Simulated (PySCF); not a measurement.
CH3Cl2NSi2, SMILES Cl[Si]1(Cl)N=C[SiH2]1. Coordinates come from a PBE-D3(BJ)/def2-SVP optimisation. This is a generated structure with no PubChem entry under its InChIKey; it may be hypothetical.

Computed equilibrium geometry at PBE-D3(BJ)/def2-SVP (PySCF confirms it by a frequency run) as a Z-matrix, and its point group:
point group Cs.
```
Si
N 1 1.8124
C 2 1.3001 1 100.37
H 3 1.1164 2 119.46 1 180.00
Si 3 1.9477 4 128.83 2 180.00
H 5 1.5069 3 115.94 4 64.99
H 5 1.5069 6 109.15 3 133.16
Cl 1 2.0716 2 111.38 3 -119.24
Cl 1 2.0716 2 111.38 3 119.24
```
Charge 0, spin multiplicity 1.
